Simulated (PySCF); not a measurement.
**Löwdin shares of the frontier orbitals**

Species: C₃H₄Cl₂Se.
Geometry (PBE0-D3(BJ)/def2-SVP, Å), atoms numbered from 1 in this order:
```xyz
10
C3H4Cl2Se angstrom
C     -0.908    0.348   -0.718
C      0.294    0.081    0.167
Cl     0.934   -1.574   -0.139
C      1.402    1.086   -0.018
Cl     2.082    1.094   -1.602
Se     1.910    2.198    1.240
H     -1.310    1.351   -0.508
H     -1.688   -0.398   -0.515
H     -0.627    0.290   -1.779
H      0.015    0.103    1.228
```

Theory: TDDFT CAM-B3LYP/def2-SVPD, vertical, gas phase, core orbitals frozen in the response (PySCF 2.14.0, density-fitted response routines). Relativistic effects, spin–orbit coupling among them, are left out although an element past zinc is present.

Kohn–Sham orbitals with the atoms that hold most of them (Löwdin shares over 4%, at most four atoms; ? is withheld):

| orbital | ε (eV) | atoms |
| --- | --- | --- |
| LUMO+2 | 1.07 | Se6 65%, Cl3 14%, C2 5%, C4 4% |
| LUMO+1 | 0.85 | Cl5 34%, Se6 28%, C4 12%, C1 7% |
| LUMO | -2.10 | ? |
| HOMO | -8.21 | Se6 76%, C4 11%, Cl5 7% |
| HOMO-1 | -9.38 | ? |
| HOMO-2 | -10.27 | Cl3 71%, C2 10%, Cl5 8%, C1 4% |
| HOMO-3 | -10.42 | Cl3 74%, C2 8%, Cl5 6%, C4 5% |

**Question.** Which atoms hold the HOMO-1, and with what shares?

**Answer.** Se6 (bonded to C) 45%; C4 (bonded to C, Cl and Se) 27%; Cl5 (bonded to C) 23%.

**Question.** Give the leading atoms of the LUMO.

**Answer.** Se6 (bonded to C) 41%; C4 (bonded to C, Cl and Se) 37%; Cl5 (bonded to C) 10%; Cl3 (bonded to C) 6%. By element: selenium 41%, carbon 37% or more, chlorine 16%.

**Question.** How does S1 compare with the orbital gap of 6.11 eV?

**Answer.** S1 is at 2.11 eV (f = 0.0001), 3.99 eV below the gap, made of HOMO→LUMO (99%). Without the coupling terms of the response equations the lowest excitation would equal the gap.

**Question.** One configuration dominates each of S1 and S2. Which, and how do the shares of the two leading atoms of either orbital change from the occupied to the empty one?

**Answer.** 
- S1 (2.11 eV, f 0.0001), HOMO→LUMO (99%): Se6 76% → 41%, C4 11% → 37%
- S2 (4.61 eV, f 0.195), HOMO-1→LUMO (92%): Se6 45% → 41%, C4 27% → 37%

One conformer stands for the species.
